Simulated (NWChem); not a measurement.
System: SrF2; SMILES [F][Sr][F]

Parts of the log:

```
             Northwest Computational Chemistry Package (NWChem) 7.3.0
             --------------------------------------------------------

 C2V symmetry detected

                             Geometry "geometry" -> ""
                             -------------------------

 Output coordinates in angstroms (scale by  1.889725989 to convert to a.u.)

  No.       Tag          Charge          X              Y              Z
 ---- ---------------- ---------- -------------- -------------- --------------
    1 Sr                  38.0000     0.00000000     0.00000000     0.29014457
    2 F                    9.0000     1.92154200     0.00000000    -0.61252743
    3 F                    9.0000    -1.92154200     0.00000000    -0.61252743

 Effective nuclear repulsion energy (a.u.)     181.6464417724

      Symmetry information
      --------------------

 Group name             C2v
 Group number             16
 Group order               4
 No. of unique centers     2

 Summary of "ao basis" -> "ao basis" (spherical)
 ------------------------------------------------------------------------------
       Tag                 Description            Shells   Functions and Types
 ---------------- ------------------------------  ------  ---------------------
 Sr                        def2-svpd                10       26   4s4p2d
 F                         def2-svpd                 9       23   4s3p2d

      Symmetry analysis of basis
      --------------------------

        a1         28
        a2          9
        b1         22
        b2         13

            General Information
            -------------------
          SCF calculation type: DFT
          Wavefunction type:  closed shell.
          No. of atoms     :     3
          No. of electrons :    28
           Alpha electrons :    14
            Beta electrons :    14
          Charge           :     0
          Spin multiplicity:     1
          Use of symmetry is: on ; symmetry adaption is: on
          Maximum number of iterations: 150
          AO basis - number of functions:    72
                     number of shells:    28
          Convergence on energy requested:  1.00D-06
          Convergence on density requested:  1.00D-05
          Convergence on gradient requested:  5.00D-04

              XC Information
              --------------
                     Hartree-Fock (Exact) Exchange  1.000
                     LC-wPBE(h)Exchange Functional  0.800
            Perdew 1991 LDA Correlation Functional  1.000 local
           PerdewBurkeErnz. Correlation Functional  1.000 non-local

           Range-Separation Parameters
           ---------------------------
           Alpha           :  0.20
           Beta            :  0.80
           Gamma           :  0.20
           Short-Range HF  :     F

             Grid Information
             ----------------
          Grid used for XC integration:  medium
          Radial quadrature: Mura-Knowles
          Angular quadrature: Lebedev.
          Tag              B.-S. Rad. Rad. Pts. Rad. Cut. Ang. Pts.
          ---              ---------- --------- --------- ---------
          Sr                  2.00      123          13.0       590
          F                   0.50       49          12.0       434
          Grid pruning is: on
          Number of quadrature shells:   172
          Spatial weights used:  Erf1

      Superposition of Atomic Density Guess
      -------------------------------------

 Sum of atomic energies:        -233.47497398

      Non-variational initial energy
      ------------------------------

 Total energy =    -228.617712
 1-e energy   =    -438.548322
 2-e energy   =     153.910638
 HOMO         =      -0.635215
 LUMO         =      -0.136335

      Symmetry analysis of molecular orbitals - initial
      -------------------------------------------------

  Numbering of irreducible representations:

     1 a1          2 a2          3 b1          4 b2

  Orbital symmetries:

     1 a1          2 b1          3 a1          4 b1          5 a1
     6 b1          7 a1          8 b2          9 a1         10 a2
    11 b1         12 b2         13 a1         14 b1         15 a1
    16 b2         17 a1         18 b1         19 a1         20 b2
    21 b1         22 b2         23 a1         24 a2

   convergence    iter        energy       DeltaE   RMS-Dens  Diis-err
 ---------------- ----- ----------------- --------- --------- ---------
 d= 0,ls=0.0,diis     1   -230.0524388244 -2.86D+02  2.36D-02  1.53D+00
 d= 0,ls=0.0,diis     2   -229.8974611374  1.55D-01  1.16D-02  4.12D+00
 d= 0,ls=0.0,diis     3   -230.2294090645 -3.32D-01  8.28D-04  3.98D-03
 d= 0,ls=0.0,diis     4   -230.2298282955 -4.19D-04  2.55D-04  4.78D-04
 d= 0,ls=0.0,diis     5   -230.2298769652 -4.87D-05  7.70D-05  1.02D-05
  Resetting Diis
 d= 0,ls=0.0,diis     6   -230.2298795680 -2.60D-06  2.68D-05  4.47D-07
 d= 0,ls=0.0,diis     7   -230.2298798966 -3.29D-07  3.78D-06  1.79D-08

         Total DFT energy =     -230.229879896612
      One electron energy =     -443.621301791894
           Coulomb energy =      182.602478883187
    Exchange-Corr. energy =      -25.231028537727
 Nuclear repulsion energy =       56.019971549822

 Numeric. integr. density =       28.000001568019

                  Occupations of the irreducible representations
                  ----------------------------------------------

                     irrep           alpha         beta
                     --------     --------     --------
                     a1                6.0          6.0
                     a2                1.0          1.0
                     b1                5.0          5.0
                     b2                2.0          2.0

                       DFT Final Molecular Orbital Analysis
                       ------------------------------------

 Vector   12  Occ=2.000000D+00  E=-3.945911D-01  Symmetry=b2
              MO Center=  1.0D-13, -1.2D-15, -6.0D-01, r^2= 4.2D+00
   Bfn.  Coefficient  Atom+Function         Bfn.  Coefficient  Atom+Function
  ----- ------------  ---------------      ----- ------------  ---------------
    32      0.450504  2 F  py                55      0.450504  3 F  py
    35     -0.307666  2 F  py                58     -0.307666  3 F  py
     6      0.111531  1 Sr py                38     -0.108565  2 F  py
    61     -0.108565  3 F  py                18      0.056074  1 Sr d -1

 Vector   13  Occ=2.000000D+00  E=-3.938217D-01  Symmetry=a1
              MO Center=  1.3D-13, -2.3D-16, -5.9D-01, r^2= 4.2D+00
   Bfn.  Coefficient  Atom+Function         Bfn.  Coefficient  Atom+Function
  ----- ------------  ---------------      ----- ------------  ---------------
    31      0.356752  2 F  px                54     -0.356752  3 F  px
    33      0.276207  2 F  pz                56      0.276207  3 F  pz
    34     -0.248869  2 F  px                57      0.248869  3 F  px
    36     -0.184479  2 F  pz                59     -0.184479  3 F  pz
     7      0.146797  1 Sr pz                 2     -0.078986  1 Sr s

 Vector   14  Occ=2.000000D+00  E=-3.829495D-01  Symmetry=b1
              MO Center=  6.4D-14,  2.0D-16, -5.9D-01, r^2= 4.2D+00
   Bfn.  Coefficient  Atom+Function         Bfn.  Coefficient  Atom+Function
  ----- ------------  ---------------      ----- ------------  ---------------
    33      0.399198  2 F  pz                56     -0.399198  3 F  pz
     5      0.277864  1 Sr px                36     -0.277001  2 F  pz
    59      0.277001  3 F  pz                31     -0.224931  2 F  px
    54     -0.224931  3 F  px                34      0.154093  2 F  px
    57      0.154093  3 F  px                20     -0.106001  1 Sr d  1

 Vector   15  Occ=0.000000D+00  E=-2.153559D-02  Symmetry=a1
              MO Center= -1.8D-14,  3.5D-14,  1.9D+00, r^2= 7.2D+00
   Bfn.  Coefficient  Atom+Function         Bfn.  Coefficient  Atom+Function
  ----- ------------  ---------------      ----- ------------  ---------------
     4      0.850414  1 Sr s                  2     -0.268788  1 Sr s
    13      0.225755  1 Sr pz                16      0.218185  1 Sr pz
     7     -0.146212  1 Sr pz                21     -0.141242  1 Sr d  2
    24      0.114231  1 Sr d  0               3      0.106047  1 Sr s
    26     -0.101693  1 Sr d  2              19      0.080098  1 Sr d  0

 Vector   16  Occ=0.000000D+00  E= 1.768600D-02  Symmetry=b2
              MO Center= -2.6D-14, -3.0D-14,  1.1D+00, r^2= 2.0D+01
   Bfn.  Coefficient  Atom+Function         Bfn.  Coefficient  Atom+Function
  ----- ------------  ---------------      ----- ------------  ---------------
    15      1.047564  1 Sr py                23      0.233601  1 Sr d -1
    12     -0.143486  1 Sr py                 6     -0.142029  1 Sr py
    18      0.139718  1 Sr d -1               9      0.123261  1 Sr py
    38     -0.032149  2 F  py                61     -0.032149  3 F  py
    32      0.029153  2 F  py                55      0.029153  3 F  py

 Vector   17  Occ=0.000000D+00  E= 2.968956D-02  Symmetry=a1
              MO Center= -3.3D-14, -3.2D-15,  3.2D-01, r^2= 2.2D+01
   Bfn.  Coefficient  Atom+Function         Bfn.  Coefficient  Atom+Function
  ----- ------------  ---------------      ----- ------------  ---------------
    16      1.248063  1 Sr pz                13     -0.566233  1 Sr pz
     4     -0.334387  1 Sr s                 24      0.270052  1 Sr d  0
    21      0.200308  1 Sr d  2               2      0.164059  1 Sr s
    26      0.139544  1 Sr d  2              19      0.113798  1 Sr d  0
    37      0.112969  2 F  px                60     -0.112969  3 F  px

     Multipole analysis of the density
     ---------------------------------

     L   x y z        total         alpha         beta         nuclear
     -   - - -        -----         -----         ----         -------
     0   0 0 0      0.000000    -14.000000    -14.000000     28.000000

[...]
```

Level: LRC-wPBEh/def2-SVPD with def2 effective core potentials on Sr, vertical spin-unrestricted ions. Geometry: optimised at PBE0/def2-SVP. No frequency run checked for a minimum. def2 effective core potentials on Sr; no spin-orbit coupling.

Q: Reconstruct the input file.

A: Several could match; the one computed here: the input that was run:
```
start job
memory heap 200 mb stack 900 mb global 1100 mb
geometry units angstroms noautoz
  Sr     0.000000     0.000000     0.147901
  F      1.921542     0.000000    -0.754771
  F     -1.921542     0.000000    -0.754771
end
basis spherical
  * library def2-svpd
end
ecp
  Sr library def2-ecp
end
dft
  xc xwpbe 0.80 cpbe96 1.0 hfexch 1.00
  cam 0.2 cam_alpha 0.2 cam_beta 0.8
  iterations 150
  vectors input atomic output neutral.movecs
end
task dft energy
charge 1
dft
  odft
  mult 2
  vectors input atomic output cation.movecs
end
task dft energy
charge -1
dft
  odft
  mult 2
  vectors input atomic output anion.movecs
end
task dft energy
```
